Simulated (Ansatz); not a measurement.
Reaction (cleavage of the Si–Si bond): `C[SiH]([SiH3])[NH][AlH2]` + `BOCO` → `BOCO[SiH3]` + `C[SiH2][NH][AlH2]`

Computed with Ansatz on PBE0-D4/def2-TZVP structures; ΔE is electronic, products minus reactants. CCSD(T)/CBS is the MP2 limit (def2-TZVPP, def2-QZVPP) plus CCSD(T) − MP2 in def2-TZVPP, frozen cores. Functionals use def2-TZVPP. B3LYP here is the variant with VWN-RPA as its local correlation; programs differ in this. One conformer a species, not always the lowest.

```json
{"level": "PBE-D4", "ΔE (kJ/mol)": "-59.5", "difference from CCSD(T)/CBS": "26.5"}
{"level": "r2SCAN-D4", "ΔE (kJ/mol)": "-79.1", "difference from CCSD(T)/CBS": "6.9"}
{"level": "PBE0-D4", "ΔE (kJ/mol)": "-66.9", "difference from CCSD(T)/CBS": "19.1"}
{"level": "B3LYP-D4", "ΔE (kJ/mol)": "-84.5", "difference from CCSD(T)/CBS": "1.5"}
{"level": "ωB97X-V", "ΔE (kJ/mol)": "-84.3", "difference from CCSD(T)/CBS": "1.7"}
{"level": "ωB97M-V", "ΔE (kJ/mol)": "-88.9", "difference from CCSD(T)/CBS": "-2.9"}
{"level": "B2PLYP", "ΔE (kJ/mol)": "-91.2", "difference from CCSD(T)/CBS": "-5.2"}
{"level": "PBE", "ΔE (kJ/mol)": "-61.3", "difference from CCSD(T)/CBS": "24.7"}
{"level": "r2SCAN", "ΔE (kJ/mol)": "-79.8", "difference from CCSD(T)/CBS": "6.2"}
{"level": "PBE0", "ΔE (kJ/mol)": "-68.7", "difference from CCSD(T)/CBS": "17.3"}
{"level": "B3LYP", "ΔE (kJ/mol)": "-87.3", "difference from CCSD(T)/CBS": "-1.3"}
{"level": "HF/def2-TZVPP", "ΔE (kJ/mol)": "-111.2", "difference from CCSD(T)/CBS": "-25.2"}
{"level": "MP2/def2-TZVPP", "ΔE (kJ/mol)": "-93.3", "difference from CCSD(T)/CBS": "-7.3"}
{"level": "SCS-MP2/def2-TZVPP", "ΔE (kJ/mol)": "-98.0", "difference from CCSD(T)/CBS": "-12.0"}
{"level": "CCSD/def2-TZVPP", "ΔE (kJ/mol)": "-89.3", "difference from CCSD(T)/CBS": "-3.3"}
{"level": "CCSD(T)/def2-TZVPP", "ΔE (kJ/mol)": "-85.8", "difference from CCSD(T)/CBS": "0.2"}
{"level": "HF/def2-QZVPP", "ΔE (kJ/mol)": "-113.3", "difference from CCSD(T)/CBS": "-27.3"}
{"level": "MP2/def2-QZVPP", "ΔE (kJ/mol)": "-94.2", "difference from CCSD(T)/CBS": "-8.2"}
{"level": "SCS-MP2/def2-QZVPP", "ΔE (kJ/mol)": "-98.6", "difference from CCSD(T)/CBS": "-12.6"}
{"level": "HF/CBS(def2)", "ΔE (kJ/mol)": "-113.6", "difference from CCSD(T)/CBS": "-27.6"}
{"level": "MP2/CBS(def2)", "ΔE (kJ/mol)": "-93.6", "difference from CCSD(T)/CBS": "-7.6"}
{"level": "CCSD/CBS(def2)", "ΔE (kJ/mol)": "-89.5", "difference from CCSD(T)/CBS": "-3.5"}
{"level": "CCSD(T)/CBS", "ΔE (kJ/mol)": "-86.0", "difference from CCSD(T)/CBS": "0"}
```

Largest T1 diagnostic among the species: 0.013.

In def2-TZVPP, CCSD(T) changes the Hartree–Fock value by +25.5 kJ/mol (the triples alone add +3.5 kJ/mol) and MP2 by +17.9 kJ/mol. From PBE to PBE0 (25 % exact exchange), in def2-TZVPP and without D4, ΔE moves by −7.5 kJ/mol.
